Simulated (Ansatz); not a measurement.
A nudged elastic band was laid between two geometries of ClH3Sn + H (6 atoms, charge 0, multiplicity 2).

Level of theory: UKS PBE0/def2-SVP (Ansatz 0.2.0).

```yaml
movable_images: 1
climbing_image: no
spring: 5.0 eV/Å²
optimiser: quadratic models (default)
start_path: through a guess of the saddle point
force_threshold: 0.05 eV/Å
iteration_limit: 60
end_points: relaxed
```

First end point:

```xyz
6
Properties=species:S:1:pos:R:3
Sn -0.059 0.000 -0.254
H -0.021 0.000 1.452
Cl 2.190 0.000 -0.968
H -0.763 1.419 -0.893
H -0.763 -1.419 -0.893
H 0.049 0.000 4.536
```

Last end point:

```xyz
6
Properties=species:S:1:pos:R:3
Sn -0.036 0.000 -0.521
H 0.030 0.000 3.212
Cl 2.196 0.000 -1.318
H -0.756 1.430 -1.182
H -0.756 -1.430 -1.182
H -0.045 0.000 3.970
```

Task: What changes between the two ends?

Result: Bonds broken: Sn1–H2. Bonds formed: H2–H6. ClH3Sn + H becomes ClH2Sn + H2.

Task: Give the energies along the band, and the barrier.

Result: The run converged. The highest image is number 1 of 0 to 2, 0.107 eV above the first end and 1.330 eV above the last; the last end lies 1.224 eV below the first. Neighbouring images differ by up to 1.3 eV, so the band resolves the path poorly. No image climbed, so the highest image needn't sit at the top of the path. Another band between the same ends, with other settings, climbed to 0.027 eV only, so this may not be the lowest route. So few images can step over the top or miss a turn of the path.

```tsv
image	path coordinate (Å)	energy (eV)	Sn1–H2 (Å)	H2–H6 (Å)
0	0.00	0.000	1.71	3.08
1	1.36	0.107	2.35	1.21
2	2.72	-1.224	3.73	0.76
```

Task: What is the geometry of the highest image?

Result: 
```xyz
6
Properties=species:S:1:pos:R:3
Sn -0.051 0.001 -0.123
H -0.001 0.000 2.225
Cl 2.179 0.000 -0.920
H -0.761 1.419 -0.818
H -0.760 -1.419 -0.816
H 0.028 -0.001 3.431
```

Time of the run: 78 s on 1 thread of Arm Neoverse V1, on a shared host, peak memory 0.17 GiB.
